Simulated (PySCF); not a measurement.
ZrOF2, SMILES [O]=[Zr]([F])[F], multiplicity 1.

The structure is a stationary point at B3LYP-D3(BJ)/def2-TZVP. The spin state was assumed, not searched. The def2 effective core potentials stand for the cores of Zr; spin–orbit coupling is left out.

Calculation: CAM-B3LYP/def2-TZVPD in PySCF.

Q: Estimate the frontier levels, gap, dipole moment and polarisability. (An estimate is asked for; the answer gives what the named calculation found.)

A: 
* **highest occupied level**: -10.38 eV
* **lowest empty level**: -2.52 eV
* **orbital gap**: 7.86 eV
* **dipole moment**: 4.43 D
* **quadrupole, principal values (traceless, Buckingham form, about the centre of nuclear charge)**: -8.07, -7.55, 15.62 D·Å
* **mean static polarisability**: 36.0 bohr³ (5.34 Å³)
* **polarisability, principal values**: 26.4, 36.8, 44.9 bohr³
